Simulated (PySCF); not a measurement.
An excited-state job on SiMe2(NEt2)2 (`[Si](C)(N(CC)CC)(N(CC)CC)C`).

Computed with TDDFT PBE0/def2-SVPD, vertical, gas phase, core orbitals frozen in the response (PySCF 2.14.0, density-fitted response routines). Geometry: PBE0-D3(BJ)/def2-SVP. The command runs a driver script over a list of jobs; the input below is this job's line of settings and its coordinates in Å.

Command:
```bash
OMP_NUM_THREADS=2 python probes_run.py task.json out
```

Input:
```
{"job": {"kind": "uv", "xc": "PBE0", "basis": "def2-SVPD", "ip": false, "nstates": 10}, "charge": 0, "multiplicity": 1}
Si     0.828962    -0.003209     0.597460
C      0.825977    -0.094527     2.476034
H      1.445817    -0.921431     2.858252
H     -0.189900    -0.213982     2.884560
H      1.239535     0.844449     2.876535
C      2.610189     0.090365     0.001485
H      2.675372     0.218421    -1.090238
H      3.123420    -0.849704     0.258506
H      3.168625     0.913559     0.474927
N      0.002527     1.406709    -0.016899
C     -1.432383     1.522416     0.146987
C     -1.864211     2.387725     1.325483
C      0.654934     2.533437    -0.649090
C      0.555738     2.531061    -2.169988
H     -1.847705     0.507439     0.267063
H     -1.886465     1.916408    -0.782329
H     -1.501452     1.966004     2.275418
H     -1.466780     3.411618     1.243007
H     -2.961966     2.462415     1.380258
H      0.233480     3.478711    -0.257297
H      1.717027     2.554038    -0.359239
H      1.065748     1.651329    -2.593054
H     -0.493426     2.499481    -2.503301
H      1.016050     3.433716    -2.602545
N     -0.009455    -1.413519     0.003929
C     -0.275075    -1.538398    -1.415122
C      0.707068    -2.434450    -2.160686
C     -0.446473    -2.521207     0.826731
C     -1.924450    -2.471061     1.196227
H     -0.257003    -0.527649    -1.857692
H     -1.305708    -1.909599    -1.574625
H      1.730256    -2.034186    -2.092281
H      0.719764    -3.454504    -1.745546
H      0.440883    -2.512437    -3.226846
H     -0.231789    -3.475983     0.310820
H      0.153842    -2.555104     1.749540
H     -2.143760    -1.584691     1.812103
H     -2.559546    -2.417162     0.298033
H     -2.225409    -3.365319     1.765311
```

Task: Give the output.

Result: 
```
coarse grid: 30728 points
cycle   1  E = -794.3966917742  dE =  8.293e-01  |g| = 6.682e-01  |ddm| = 1.405e+01
cycle   2  E = -794.3590587666  dE =  3.763e-02  |g| = 7.809e-01  |ddm| = 3.076e+00
cycle   3  E = -794.5142999000  dE = -1.552e-01  |g| = 9.820e-02  |ddm| = 1.651e+00
cycle   4  E = -794.5160364387  dE = -1.737e-03  |g| = 4.532e-02  |ddm| = 2.740e-01
cycle   5  E = -794.5165095476  dE = -4.731e-04  |g| = 5.810e-03  |ddm| = 1.164e-01
cycle   6  E = -794.5165167454  dE = -7.198e-06  |g| = 1.547e-03  |ddm| = 2.764e-02
final grid: 285664 points
cycle   7  E = -794.6225396358  dE = -1.723e-04  |g| = 1.334e-02  |ddm| = 6.996e-01
cycle   8  E = -794.6225233916  dE =  1.624e-05  |g| = 1.561e-02  |ddm| = 1.059e-01
cycle   9  E = -794.6225868769  dE = -6.349e-05  |g| = 1.551e-03  |ddm| = 3.510e-02
cycle  10  E = -794.6225873689  dE = -4.920e-07  |g| = 5.556e-04  |ddm| = 4.287e-03
cycle  11  E = -794.6225874373  dE = -6.841e-08  |g| = 9.078e-05  |ddm| = 2.097e-03
cycle  12  E = -794.6225874392  dE = -1.934e-09  |g| = 2.037e-05  |ddm| = 5.762e-04
cycle  13  E = -794.6225874393  dE = -9.413e-11  |g| = 5.070e-06  |ddm| = 7.061e-05
converged SCF energy = -794.6225874393

Static polarisability (au): isotropic 163.835, principal 153.022 166.181 172.301

Singlet excitations
state   eV       nm        f      main configurations
  1   5.4169    228.9   0.04613   H->L 0.96
  2   5.6270    220.3   0.00069   H-1->L 0.87, H->L+3 0.09
  3   5.8840    210.7   0.00072   H->L+1 0.95
  4   5.9798    207.3   0.00015   H->L+2 0.94
  5   6.0598    204.6   0.01163   H->L+3 0.52, H-1->L+1 0.36
  6   6.1570    201.4   0.00181   H-1->L+1 0.53, H->L+3 0.36
  7   6.1894    200.3   0.00214   H-1->L+2 0.86, H->L+4 0.09
  8   6.2940    197.0   0.00653   H-1->L+3 0.82
  9   6.5812    188.4   0.02373   H->L+5 0.86
 10   6.6006    187.8   0.00306   H->L+4 0.78

Triplet excitations (Tamm-Dancoff, eV): 5.3621 5.5725 5.8254 5.8945
```

The SCF starts on a coarse grid where the log names one; the energy can jump when the final grid takes over, and dE then counts from the start density on the new grid. H and L stand for HOMO and LUMO; the number after each pair is its weight.

Task: How does the lowest singlet excitation compare with the HOMO–LUMO gap?

Result: HOMO -5.85 eV and LUMO 0.49 eV give a gap of 6.34 eV; S1 at 5.42 eV lies 0.92 eV below it.

Task: Give S1 in cm⁻¹ and kJ/mol.

Result: 5.4169 eV × 8065.54 = 43690 cm⁻¹; × 96.485 = 522.7 kJ/mol.

In short: HOMO -5.85 eV, LUMO 0.49 eV; lowest singlet 5.42 eV; lowest triplet 5.36 eV (Tamm–Dancoff); mean polarisability 163.8 au.

Hardware: 2 threads, AMD EPYC 9R45 (x86_64), no GPU, shared host with 96 logical CPUs at a one-minute load of 66. Cost: 2.7 min wall, 5.9 min CPU (with the writing of density and orbital grids), 3.2 GiB resident at most.

One conformer stands for the species.
Labels such as C1 count atoms from 1, the log's own numbers from 0.
